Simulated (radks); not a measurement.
Os III, configuration [Xe] 4f14 5d6. All-electron calculation, scalar-relativistic Kohn-Sham, BLYP, spin-unpolarised, spherical densities, finite nucleus; Fermi nuclear charge, rms radius 5.4126 fm. Program: a radial shooting solver on a logarithmic mesh with Libxc functionals.

Radial electron density D(r) = 4 pi r^2 rho(r):

```
   r/bohr * D(r) (the largest magnitude, 140, reaches the edge; | marks zero)
 0.001573 |      *
 0.001817 |       *
 0.002098 |         *
 0.002423 |           *
 0.002798 |             *
 0.003232 |                *
 0.003732 |                   *
  0.00431 |                      *
 0.004978 |                          *
 0.005749 |                             *
 0.006639 |                                 *
 0.007668 |                                   *
 0.008855 |                                      *
  0.01023 |                                       *
  0.01181 |                                        *
  0.01364 |                                        *
  0.01575 |                                      *
  0.01819 |                                     *
  0.02101 |                                    *
  0.02426 |                                   *
  0.02802 |                                     *
  0.03236 |                                        *
  0.03738 |                                             *
  0.04317 |                                                  *
  0.04985 |                                                      *
  0.05757 |                                                      *
  0.06702 |                                                   *
   0.0774 |                                              *
  0.08939 |                                          *
   0.1032 |                                          *
   0.1192 |                                             *
   0.1377 |                                                 *
    0.159 |                                                  *
   0.1837 |                                             *
   0.2121 |                                    *
   0.2449 |                             *
   0.2829 |                          *
   0.3267 |                            *
   0.3773 |                               *
   0.4357 |                              *
   0.5032 |                         *
   0.5812 |                   *
   0.6712 |             *
   0.7751 |         *
   0.8952 |       *
    1.034 |      *
    1.194 |     *
    1.379 |   *
    1.592 |  *
    1.839 | *
    2.124 |*
    2.453 |*
    2.833 *
    3.272 *
    3.778 *
    4.364 *
    5.039 *
     5.82 *
```

D(r) has 4 maxima, at r = 0.0119, 0.0549, 0.152, 0.399 bohr, and minima at 0.0229, 0.0984, 0.283 bohr, inside which lie 1.89, 11.06, 29.93 electrons.
